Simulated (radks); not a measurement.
The nuclear charge of the europium ion Eu2+ is varied continuously with 61 electrons held in [Xe] 4f7. Method: Dirac Kohn-Sham, LDA (Slater exchange, Perdew-Wang correlation), spin-unpolarised, spherical densities, finite nucleus; open shells fill j = l - 1/2 first; Fermi nuclear charge, rms radius 5.1115 fm; computed with a radial shooting solver on a logarithmic mesh with Libxc functionals. By the Hellmann-Feynman theorem dE/dZ = E(electron-nucleus)/Z, the electronic potential at the nucleus (averaged over a nucleus of fixed radius).

Z,E (hartree),E(electron-nucleus)/Z (hartree),HOMO,e(HOMO) (eV),<r> HOMO (bohr)
62,-10426.3395,-412.144,4f7/2,-3.099,1.231
62.1,-10467.6035,-413.136,4f7/2,-4.030,1.177
62.2,-10508.9666,-414.125,4f7/2,-5.075,1.136
62.3,-10550.4284,-415.111,4f7/2,-6.215,1.104
62.4,-10591.9888,-416.097,4f7/2,-7.434,1.077
62.5,-10633.6477,-417.081,4f7/2,-8.722,1.053
62.6,-10675.4050,-418.064,4f7/2,-10.071,1.032
62.7,-10717.2605,-419.047,4f7/2,-11.475,1.013
62.8,-10759.2144,-420.029,4f7/2,-12.930,0.9961
62.9,-10801.2664,-421.011,4f7/2,-14.432,0.9804
63,-10843.4166,-421.993,4f7/2,-15.978,0.9658
63.1,-10885.6649,-422.974,4f7/2,-17.565,0.9521
63.2,-10928.0114,-423.956,4f7/2,-19.193,0.9394
63.3,-10970.4561,-424.938,4f7/2,-20.858,0.9273
63.4,-11012.9990,-425.919,4f7/2,-22.560,0.9159
63.5,-11055.6400,-426.901,4f7/2,-24.297,0.9051
63.6,-11098.3792,-427.883,4f7/2,-26.069,0.8948
63.7,-11141.2166,-428.865,4f7/2,-27.873,0.8850
63.8,-11184.1523,-429.848,4f7/2,-29.710,0.8756
63.9,-11227.1862,-430.831,4f7/2,-31.578,0.8665
64,-11270.3185,-431.814,4f7/2,-33.478,0.8579

The central difference of E at Z = 63 is -421.993 hartree, to compare with the third column; the second derivative is -9.82 hartree.
